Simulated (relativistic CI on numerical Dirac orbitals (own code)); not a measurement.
# Crystal-field levels of Pt4+, 5d6

Calculated by Dirac-Coulomb-Breit CI, KLI orbitals optimised for each configuration, model QED, valence Slater integrals scaled by 0.85, one configuration in a parametric crystal field (own radial code).

Field parameters in Wybourne normalisation: D3d B²₀ = −7Dσ, B⁴₀ = −14Dq − 21Dτ, B⁴₃ = −14√(10/7) Dq; D4h B²₀ = −7Ds, B⁴₀ = 21(Dq − Dt), B⁴₄ = 21√(5/14) Dq. The field is a parameter set, without covalency.

S and J are read from ⟨S²⟩ = S(S + 1) and ⟨J²⟩ = J(J + 1) of each level; they are not fictitious spins.

D3d, 10Dq = 18350, Dσ = 700, Dτ = -60 cm⁻¹, the lowest 16 levels:

```csv
E (cm⁻¹),Degeneracy,Irrep,S,J
0.0,1,A1,0.72,4.09
6695,2,E,1.46,3.84
7571,2,E,1.49,3.92
8145,1,A1,1.57,3.62
8270,1,A2,1.45,3.95
8898,2,E,1.46,3.47
11427,2,E,1.75,3.60
11811,1,A1,1.68,3.55
14405,2,E,1.74,2.98
14449,1,A1,1.59,3.81
14901,1,A2,1.70,3.08
17721,2,E,1.37,4.06
18132,2,E,1.36,4.05
18349,1,A2,1.31,4.10
21169,2,E,1.47,3.93
21356,1,A1,1.67,3.54
```

D4h, 10Dq = 28900, Ds = 2740, Dt = -700 cm⁻¹, the lowest 16 levels:

| E (cm⁻¹) | Degeneracy | Irrep | S | J |
| --- | --- | --- | --- | --- |
| 0.0 | 1 | A1 | 0.28 | 4.35 |
| 17101 | 1 | B1 | 1.11 | 4.17 |
| 17976 | 2 | E | 1.05 | 4.04 |
| 20655 | 2 | E | 1.11 | 3.76 |
| 20686 | 1 | A1 | 1.07 | 4.05 |
| 22027 | 1 | B2 | 1.07 | 3.65 |
| 25811 | 1 | A2 | 0.64 | 4.75 |
| 27229 | 2 | E | 1.19 | 3.62 |
| 27277 | 1 | B1 | 1.03 | 3.85 |
| 29258 | 1 | A2 | 1.15 | 3.62 |
| 29677 | 1 | A1 | 1.20 | 3.87 |
| 33589 | 1 | B2 | 0.84 | 3.76 |
| 33605 | 2 | E | 1.63 | 3.95 |
| 34794 | 2 | E | 0.97 | 4.51 |
| 35164 | 1 | B2 | 1.57 | 3.93 |
| 35627 | 1 | A1 | 1.14 | 4.06 |

D3d, 10Dq = 31050, Dσ = 1040, Dτ = 350 cm⁻¹, the lowest 16 levels:

```tsv
E (cm⁻¹)	Degeneracy	Irrep	S	J
0.0	1	A1	0.28	4.35
20190	2	E	1.13	4.08
21101	2	E	1.11	3.97
21495	1	A1	1.10	3.73
22405	2	E	1.07	3.95
23001	1	A2	0.98	4.34
28279	1	A1	1.20	3.89
28500	1	A2	1.07	3.64
29445	2	E	1.10	3.78
31922	2	E	0.98	4.03
32878	1	A1	1.51	3.91
32997	2	E	1.51	3.81
33557	1	A2	0.65	4.75
35160	2	E	1.07	4.42
35890	1	A2	1.04	4.19
36434	1	A1	1.50	3.72
```

The free-ion ground term has S = 2. The field overcomes the spin-pairing energy for D3d, 10Dq = 18350, Dσ = 700, Dτ = -60 cm⁻¹; D4h, 10Dq = 28900, Ds = 2740, Dt = -700 cm⁻¹; D3d, 10Dq = 31050, Dσ = 1040, Dτ = 350 cm⁻¹, where the ground state has lower spin; these fields are assumed values.

Levels of this model without a field, named by their leading LS term: 5D_4 0, 5D_2 6192, 5D_3 7179, 5D_1 10367, 5D_0 10519, 3H_4 16260, 3H_5 20620, 3H_6 20622 cm⁻¹.
